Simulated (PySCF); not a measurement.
C4H2BrCl, SMILES C#C/C=C(/Cl)Br.

Coordinates come from a B3LYP-D3(BJ)/def2-SVP optimisation. The structure was generated by enumeration; whether it is a known compound was not checked.

All values below come from M06-2X/def2-TZVP (PySCF).

Gas-phase values at a fixed geometry.

```json
{
  "total_energy": "-3187.91626 hartree",
  "point_group": "Cs",
  "highest_occupied_level": "-8.20 eV",
  "lowest_empty_level": "-0.77 eV",
  "orbital_gap": "7.42 eV",
  "dipole_moment": "1.01 D",
  "quadrupole, principal values (traceless, Buckingham form, about the centre of nuclear charge)": "-6.79, 0.46, 6.33 D·Å",
  "mean_static_polarisability": "80.7 bohr³ (11.96 Å³)",
  "polarisability_principal_values": "45.5, 77.8, 118.8 bohr³"
}
```
